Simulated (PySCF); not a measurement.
Compound: H8O2Si3.
SMILES with atom numbers: `[SiH3:1][O:2][SiH2:3][O:4][SiH3:5]` (hydrogens: H6, H7, H8 on Si1; H9, H10 on Si3; H11, H12, H13 on Si5)

The calculation used core-valence-separated Tamm–Dancoff BHandHLYP/aug-pcX-1 (pcseg-1 on H, def2-SVPD on Si) in PySCF, non-relativistic, gas phase, PBE0-D3(BJ)/def2-SVP geometry. BHandHLYP without relativity tends to put these K edges a few eV too low, so spacings mean more than positions.

**Question.** List the oxygen K-edge absorption lines.

**Answer.** 
```
E (eV)       f  core hole on                 main final orbital
532.43  0.0089         O2/O4           LUMO (2 roots, f summed)
533.40  0.0259         O2/O4         LUMO+1 (2 roots, f summed)
533.94  0.0331         O2/O4         LUMO+2 (2 roots, f summed)
534.24  0.0394         O2/O4  LUMO+5/LUMO+6 (2 roots, f summed)
534.33  0.0169         O2/O4         spread (2 roots, f summed)
```

The first line with a tenth or more of the strongest one's intensity is at 532.43 eV (f = 0.009, sum of 2), with the hole on O2/O4 (siloxane oxygen). The strongest listed is at 534.24 eV (f = 0.039, sum of 2; O2/O4).

Roots within 0.03 eV whose holes lie on the same, on equivalent or on shared atoms are summed into one line, and the highest roots are left out, as the search may have cut off their partners. Final orbitals are the ground state's empty Kohn–Sham orbitals.

**Question.** What are the wavelength and the wavenumber of the 533.94 eV line?

**Answer.** λ = 12398.42 eV Å/533.94 eV = 23.221 Å; 4.3065 × 10⁶ cm⁻¹.

The list ends where the root search ended, not at a threshold.

Hardware: one thread of an x86-64 server, on a shared host. Cost: 7.3 s wall.

Conformer computed: `[SiH3:1][O:2][SiH2:3][O:4][SiH3:5]`: Si1–O2–Si3–O4 12°, O2–Si3–O4–Si5 23°.

One conformer stands for the species.
